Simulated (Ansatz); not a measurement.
A nudged elastic band was laid between two geometries of CH₂Se₂ (5 atoms, charge 0, multiplicity 1).

These are results of RKS PBE0-D4/def2-SVP in Ansatz 0.2.0, not measurements.

```
movable images  : 7
climbing image  : yes
spring          : 5.0 eV/Å²
optimiser       : lbfgs
start path      : IDPP
force threshold : 0.05 eV/Å
iteration limit : 60
end points      : relaxed
largest step    : 0.02 Å
```

First end point:

```xyz
5
Properties=species:S:1:pos:R:3
Se -0.430 -2.111 -0.535
C -0.115 -0.506 0.108
Se 0.260 0.987 -0.942
H -0.126 -0.303 1.187
H 0.411 1.932 0.182
```

Last end point:

```xyz
5
Properties=species:S:1:pos:R:3
Se -0.260 -1.485 -1.118
C -0.122 -0.483 0.319
Se 0.263 1.332 0.464
H -0.269 -0.912 1.322
H 0.388 1.549 -0.988
```

Task: What changes between the two ends?

Result: No bond is made or broken. The dihedral Se1–C2–Se3–H5 goes from -180 to 0°.

Task: What energy profile does the band end with?

Result: The forces met the threshold. The highest image is number 4 of 0 to 8, 11.4 kcal/mol above the first end and 12.3 kcal/mol above the last; the last end lies 1.0 kcal/mol below the first. Another band between the same ends (7 images) ends at a top of the same energy, where a vibrational analysis finds 1 clearly imaginary mode.

```csv
image,path coordinate (Å),energy (kcal/mol),dihedral Se1–C2–Se3–H5 (°)
0,0.00,0.0,-180
1,0.37,1.4,-158
2,0.73,5.1,-136
3,1.10,9.3,-113
4,1.48,11.4,-90
5,1.80,9.6,-69
6,2.12,5.3,-46
7,2.45,0.9,-23
8,2.77,-1.0,0
```

Task: What is the geometry of the highest image?

Result: 
```xyz
5
Properties=species:S:1:pos:R:3
Se 0.720 -1.888 -0.280
C -0.245 -0.504 0.147
Se -0.329 1.170 -0.822
H -0.925 -0.543 1.009
H 0.779 1.766 -0.055
```

The band took 17 iterations and about 6 core-minutes.

Time of the run: 6.5 min on 1 thread of Arm Neoverse V1, with other jobs on the host, peak memory 0.28 GiB.
